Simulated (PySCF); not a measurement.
Electronic structure of Rb³⁺ (rubidium, charge +3) at the B3LYP level

Configuration: [Ar] 3d10 4s2 4p4, high-spin 3P determinant. Computed with PySCF 2.14 in x2c-TZVPall, with scalar relativity by spin-free X2C-1e.

- Total energy: -2978.41 hartree
- One-electron energy: -4084.59 hartree
- Hartree (Coulomb) energy: 1206.78 hartree
- Exchange-correlation energy: -100.60 hartree
- ⟨S²⟩: 2.0016
- ⟨L²⟩: 2.009
- Sum of ⟨r⟩: 19.83 bohr
- Sum of ⟨r²⟩: 21.89 bohr²
- Traceless quadrupole moment −½Σ⟨3z² − r²⟩ along its main axis: -1.03 e·bohr²
- Langevin diamagnetic susceptibility: -17.3 ×10⁻⁶ cm³/mol
- Time after the integrals: 1 s of wall time on 1 thread of Neoverse-V2 (shared host)

```csv
shell,electrons,mean orbital energy (eV),spread (eV),"rms radius, mean of both spins (bohr)"
1s α,1,-15108.1,0,0.0464
1s β,1,-15107.8,0,0.0464
2s α,1,-2063.8,0,0.193
2s β,1,-2063.7,0,0.193
2p α,3,-1833.6,0.368,0.171
2p β,3,-1833.4,0.135,0.171
3s α,1,-342.25,0,0.546
3s β,1,-341.88,0,0.546
3p α,3,-267.84,0.962,0.559
3p β,3,-267.39,0.539,0.559
3d α,5,-144.44,0.922,0.579
3d β,5,-144.05,0.628,0.579
4s α,1,-67.549,0,1.49
4s β,1,-64.409,0,1.49
4p α,3,-49.214,1.791,1.69
4p β,1,-46.967,0,1.69
```

Densities and radii are taken from the X2C orbitals without a picture-change correction, which distorts them close to the nucleus.
